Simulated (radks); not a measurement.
The numbers below are computed, except where a source is named.
Isoelectronic series with 30 electrons, all held in the configuration [Ar] 3d10 4s2, which need not be the ground one along the series. Code: a radial shooting solver on a logarithmic mesh with Libxc functionals. Model: scalar-relativistic Kohn-Sham, LDA (Slater exchange, Perdew-Wang correlation), spin-polarised, spherical densities, finite nucleus; Fermi nuclear charge, rms radius of each element as measured or else 0.836 A^(1/3) + 0.57 fm. Total energies (hartree) and mean radii <r> (bohr):

ion    E (hartree)      4s      3d      3p      3s
Zn     -1793.31147   2.630  0.9119  0.7141  0.6823
Br5+   -2596.64996   1.462  0.5830  0.5631  0.5515
Zr10+  -3564.10249   1.073  0.4448  0.4589  0.4567
Rh15+  -4698.27050  0.8560  0.3625  0.3861  0.3877
Sn20+  -6002.99680  0.7138  0.3067  0.3326  0.3357
Cs25+   -7483.0381  0.6121  0.2661  0.2917  0.2951
Nd30+   -9144.1000  0.5352  0.2351  0.2595  0.2625
Tb35+  -10992.9218  0.4746  0.2106  0.2333  0.2357
